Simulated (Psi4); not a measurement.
## NaI (Sodium Iodide): the vertical energy of the triplet above the singlet from total energies

NaI: 2 atoms, total charge 0, spin state singlet. As SMILES, `[Na][I]`. The shape is that of a PBE0-D4/def2-TZVP optimisation.

```xyz
2

Na    0.0000    0.0000    0.0443
I     0.0000    0.0000    2.7588
```

Both states at this one shape; open shells run unrestricted unless said. 1 Eh = 27.2114 eV.

| level | program | singlet NaI (Eh) | triplet NaI (Eh) |
| --- | --- | --- | --- |
| M06-L/def2-TZVP (core potential) | Psi4 | -460.235993 | -460.085608 |
| PBE0/def2-TZVP (core potential) | Psi4 | -459.987160 | -459.852430 |

Work out the vertical gap, second state less first, at each level.


1. M06-L/def2-TZVP (core potential): -460.085608 − (-460.235993) = 0.150385 Eh = 4.09 eV.
2. PBE0/def2-TZVP (core potential): -459.852430 − (-459.987160) = 0.134730 Eh = 3.67 eV.

No measured value is set beside it here; the levels span 3.67 to 4.09 eV. Spin-orbit coupling, which splits open shells on such heavy atoms by tenths of an eV, is left out.
